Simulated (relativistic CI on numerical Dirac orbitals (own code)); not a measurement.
## Hyperfine structure of Ru XXVIII, mass number 99

Computed by Dirac-Coulomb-Breit CI, separate exchange-only KLI orbitals for each configuration, model QED (radiative potential, 1s self-energy scaled to tabulated hydrogen-like ionisation energies), unscaled Slater integrals (own radial code, finite nucleus).

Configurations in the expansion (outside the closed core [Ne]): 3s2.3p5, 3s.3p6, 3s2.3p4.3d, 3s.3p5.3d, 3p6.3d, 3s.3p4.3d2, 3s2.3p3.3d.4p, 3p6.4s, 3s2.3p4.4s, 3s.3p4.3d.4s, 3p6.4p, 3s2.3p4.4p, 3s2.3p3.3d2, 3s2.3p2.3d3, 3s.3p3.3d3, 3s2.3p2.3d2.4s, 3s2.3p2.3d2.4p. Double excitations out of closed p, d and f shells are left out; levels of such configurations are missing from the list, as are those of other unlisted configurations, and high levels can miss mixing partners.

Nuclear spin I = 5/2, μ = -0.641 μN, Q = 0.079 b (tables of Stone and Pyykkö). The electronic factors are computed for point nuclear moments, without core polarisation or the Bohr-Weisskopf and QED corrections.

```csv
Level,E (cm⁻¹),A (GHz),B (GHz)
3s2.3p5 2P°_3/2,0,-8.36,-4.77
3s2.3p5 2P°_1/2,234273,-48.76,
3s.3p6 2S_1/2,868179,-102.9,
3s2.3p4.3d 4D_3/2,948449,-7.299,-1.93
3s2.3p4.3d 4D_5/2,952677,-5.899,-0.619
3s2.3p4.3d 4D_7/2,978048,-5.089,0.647
3s2.3p4.3d 4F_9/2,1026676,-4.676,2.47
3s2.3p4.3d 4P_1/2,1101113,-21.16,
```

Levels with J = 0, under 50 % of one LS term, or S terms without an open s electron are left out. Small factors come from cancelling terms and can be off by tens of per cent or more.

At this charge energies of transitions that change n are usually good to better than 1 %, and those within a shell (Δn = 0) to a few per cent.

(1) Give the hyperfine levels of 3s2.3p5 2P°_1/2 relative to its centre of gravity.

Results:

(1) With K = F(F + 1) − I(I + 1) − J(J + 1), E = AK/2: F = 2: 85.33, F = 3: -60.95 GHz.

LS names give the leading component of a level, which can be under half, so a name can repeat, a term be missing and a line seem to break the LS rules.
